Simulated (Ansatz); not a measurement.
HfH₃, SMILES [HfH3] (connectivity only; charge and spin as stated), neutral, multiplicity 2. Atoms are numbered in the order given.

```xyz
4

Hf     0.0000     0.0000     0.0000
H      1.8676     0.0000     0.0000
H     -0.9338     1.6173     0.0000
H     -0.9338    -1.6173     0.0000
```
Charge 0, spin multiplicity 2.

Geometry: B3LYP-D3(BJ)/def2-TZVPD. The multiplicity is an assumed one; other spin states were not compared. The def2 effective core potentials stand for the cores of Hf; spin–orbit coupling is left out.

Two levels are set side by side: PBE-D3(BJ)/def2-TZVPD (Ansatz, a quantum-chemistry and plane-wave program) and B3LYP-D3(BJ)/def2-TZVPD (Ansatz). Each level has its own optimised geometry; the coordinates shown are those of the second. Differences are taken from unrounded values.

```tsv
quantity	B3LYP-D3(BJ)
mean bond length (Å)	1.868
bond Hf1–H2 (Å)	1.868
bond Hf1–H3 (Å)	1.868
bond Hf1–H4 (Å)	1.868
```

Task: What does PBE-D3(BJ) give, and how far is it from B3LYP-D3(BJ)? (The exact figures need the calculation; the answer reports its results.)

Result: 
```
quantity              PBE-D3(BJ)  PBE-D3(BJ) minus B3LYP-D3(BJ)
--------------------  ----------  -----------------------------
mean bond length (Å)       1.866                         -0.001
bond Hf1–H2 (Å)            1.866                         -0.001
bond Hf1–H3 (Å)            1.866                         -0.001
bond Hf1–H4 (Å)            1.866                         -0.001
```

On these quantities the two levels nearly agree.
